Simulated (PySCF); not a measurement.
CH4AlFOS, SMILES [OH][Al]([F])[S]C. Atoms are numbered in the order given.

```xyz
9

Al     0.0134     0.8059     0.0000
F     -0.9498     2.1612     0.0000
O      1.7049     0.9265     0.0000
H      2.2260     1.7338     0.0000
S     -0.8844    -1.1584     0.0000
C      0.6426    -2.2088     0.0000
H      1.5547    -1.5991     0.0000
H      0.6247    -2.8433     0.8962
H      0.6247    -2.8433    -0.8962
```
Charge 0, spin multiplicity 1.

The structure is a stationary point at B3LYP-D3(BJ)/def2-SVP. The structure was generated by enumeration; whether it is a known compound was not checked. Other conformers were not sampled.

Method: HF/def2-TZVP (PySCF).

Isolated molecule, no solvent.

Computed frontier levels, gap, dipole moment and polarisability:
| Quantity | Value |
|---|---|
| highest occupied level | -10.01 eV |
| lowest empty level | 2.23 eV |
| orbital gap | 12.24 eV |
| dipole moment | 2.49 D |
| quadrupole, principal values (traceless, Buckingham form, about the centre of nuclear charge) | -7.03, 2.81, 4.22 D·Å |
| mean static polarisability | 51.6 bohr³ (7.64 Å³) |
| polarisability, principal values | 42.1, 51.7, 61.0 bohr³ |
